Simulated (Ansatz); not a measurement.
`COBCN` and `NCBF` differ in one atom or group.

Ansatz, PBE0-D4/def2-TZVP geometries, multiplicity 1. Each molecule was computed in one conformer, which needn't be the lowest.

```
                                      property  `COBCN`
             LUMO energy (PBE/def2-TZVPP) / eV    -0.91
       HOMO–LUMO gap (ωB97M-V/def2-TZVPP) / eV    10.96
            LUMO energy (PBE0/def2-TZVPP) / eV     0.09
         HOMO–LUMO gap (B3LYP/def2-TZVPP) / eV     6.20
          HOMO–LUMO gap (PBE0/def2-TZVPP) / eV     6.69
size of the dipole moment (PBE/def2-TZVPP) / D     1.55
```

Task: Give the same properties after the change, and the shifts. (Best estimate.)

Result: The calculation gave: 
```
                                      property  `NCBF`  shift
             LUMO energy (PBE/def2-TZVPP) / eV   -1.47  -0.56
       HOMO–LUMO gap (ωB97M-V/def2-TZVPP) / eV   10.89  -0.07
            LUMO energy (PBE0/def2-TZVPP) / eV   -0.44  -0.53
         HOMO–LUMO gap (B3LYP/def2-TZVPP) / eV    6.01  -0.19
          HOMO–LUMO gap (PBE0/def2-TZVPP) / eV    6.53  -0.16
size of the dipole moment (PBE/def2-TZVPP) / D    1.74   0.19
```

With PBE0 the HOMO falls by 0.36 eV and the LUMO falls by 0.53 eV, so the gap narrows by about 0.17 eV. PBE moves the HOMO by -0.37 eV and ωB97M-V by -0.36 eV. Dipoles are sizes alone; their direction can turn.

B3LYP here is the variant with VWN-RPA as its local correlation; programs differ in this.
